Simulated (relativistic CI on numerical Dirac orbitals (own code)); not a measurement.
## Ta4+: resonant inelastic scattering at the N6,7 edge

Computed with this model: Dirac-Coulomb-Breit CI, separate exchange-only KLI orbitals for each configuration, model QED (radiative potential, 1s self-energy scaled to tabulated hydrogen-like ionisation energies), Kramers-Heisenberg scattering through one core-hole configuration in a parametric crystal field, unscaled Slater integrals; configurations [Xe] 4f14 5d → [Xe] 4f13 5d2; 300 K; core-hole width 0.3 eV; summed over polarisations. Incident energies are the highest absorption maxima for each field (at most a few, so the weaker spin-orbit partner edge can be absent), on the computed scale of the free ion. Intensities are in per cent of the strongest line above 0.02 eV; levels within 1 cm⁻¹ are merged; final levels count from the ground level, the first row holds all elastic scattering, lines under 0.4 are left out and each table stops after 24 rows. The scale of the Slater integrals is a model choice and moves the terms in proportion.

Field parameters in Wybourne normalisation: D3d B²₀ = −7Dσ, B⁴₀ = −14Dq − 21Dτ, B⁴₃ = −14√(10/7) Dq; D4h B²₀ = −7Ds, B⁴₀ = 21(Dq − Dt), B⁴₄ = 21√(5/14) Dq. The field is a parameter set, without covalency.

S is read from ⟨S²⟩ = S(S + 1).

D3d, 10Dq = 33850, Dσ = -200, Dτ = 70 cm⁻¹:

| Final level (eV) | Degeneracy | Irrep | S | 25.8 eV | 30.1 eV | 30.9 eV |
| --- | --- | --- | --- | --- | --- | --- |
| 0.000 | 2 | Γ5+Γ6 | 0.50 | 114.5 | 330.2 | 215.2 |
| 0.022 | 2 | Γ4 | 0.50 | 17.1 | 100.0 | 27.0 |
| 0.479 | 2 | Γ4 | 0.50 | 12.2 | 8.9 | 45.0 |
| 4.442 | 2 | Γ4 | 0.50 | 0.3 | 11.1 | 27.3 |
| 4.452 | 2 | Γ5+Γ6 | 0.50 | 0.3 | 13.0 | 36.2 |

D4h, 10Dq = 13800, Ds = 2860, Dt = 460 cm⁻¹:

| Final level (eV) | Degeneracy | Irrep | S | 28.5 eV | 29.3 eV |
| --- | --- | --- | --- | --- | --- |
| 0.000 | 2 | Γ6 | 0.50 | 1004.4 | 1060.1 |
| 0.319 | 2 | Γ7 | 0.50 | 54.1 | 100.0 |
| 1.081 | 2 | Γ7 | 0.50 | 22.2 | 31.9 |
| 1.176 | 2 | Γ6 | 0.50 | 81.2 | 50.7 |
| 2.819 | 2 | Γ7 | 0.50 | 7.5 | 14.7 |

For the first field the strongest loss at the lowest incident energy is the level at 0.02 eV (S = 0.50, against 0.50 in the thermal ground state).
